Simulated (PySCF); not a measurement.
From one molecule to another.

First species: C₄H₈O₂Si.
SMILES: `C=CO[SiH2]CC=O`

Second species: C6H5NOS.
SMILES: `s1cc(c2[nH]ccc12)O`

Levels: wB97X-D/def2-SVPD for dipole moment, HOMO energy, LUMO energy, HOMO–LUMO gap, static isotropic polarisability and electronic spatial extent ⟨r²⟩ about the centre of nuclear charge; TDDFT wB97X-D/def2-SVPD for lowest singlet excitation; TDA wB97X-D/def2-SVPD for lowest triplet excitation (Tamm–Dancoff); GFN2-xTB for rotational constant A and rotational constant C. Geometries: GFN2-xTB. Each structure is a single optimised conformer of the isolated species, non-relativistic unless stated. Electronic properties by PySCF.

The conformers computed, where there is a choice (atom-mapped SMILES and torsion angles):
- `[CH2:1]=[CH:2][O:3][SiH2:4][CH2:5][CH:6]=[O:7]`: C1–C2–O3–Si4 7°, C2–O3–Si4–C5 -57°, O3–Si4–C5–C6 101°, Si4–C5–C6–O7 -89°
- `[OH:1][c:2]1[cH:3][s:4][c:5]2[cH:6][cH:7][nH:8][c:9]12`: H–O1–C2–C3 0°

Problem. Which has the higher static isotropic polarisability?

Solution. The second: 96.3 au against 78.6 au, a difference of 17.7 au.

Problem. Which has the higher ⟨r²⟩?

Solution. The second: 1192 bohr² against 1019 bohr², a difference of 173 bohr².

Problem. Which has the higher T1 energy?

Solution. The first: 3.87 eV against 3.57 eV, a difference of 0.30 eV.

Problem. Which has the higher rotational constant A?

Solution. The first: 2.848 GHz against 2.124 GHz, a difference of 0.724 GHz.

Problem. Which of the two has the higher HOMO energy, and by how much?

Solution. The second: -7.44 eV against -8.95 eV, a difference of 1.51 eV.

Problem. Which of the two has the higher HOMO–LUMO gap, and by how much?

Solution. The first: 9.84 eV against 9.04 eV, a difference of 0.80 eV.

Problem. Which of the two has the higher S1 energy, and by how much?

Solution. The second: 5.21 eV against 4.40 eV, a difference of 0.81 eV.

Problem. Which has the higher rotational constant C?

Solution. The first: 1.161 GHz against 0.919 GHz, a difference of 0.242 GHz.

On the first: The vertical singlet–triplet gap S1 − T1 is 0.53 eV (TDDFT singlet less Tamm–Dancoff triplet; S1: HOMO−1→LUMO, weight 0.94; T1: HOMO−1→LUMO, weight 0.93). The principal polarisabilities are 63.3, 81.8 and 90.7 au; their mean is the isotropic value.

On the second: In atomic units the dipole is 0.80 e·bohr (1 au = 2.5417 D). S1 lies 3.83 eV below the HOMO–LUMO gap; its leading configuration is HOMO→LUMO+1, weight 0.58.
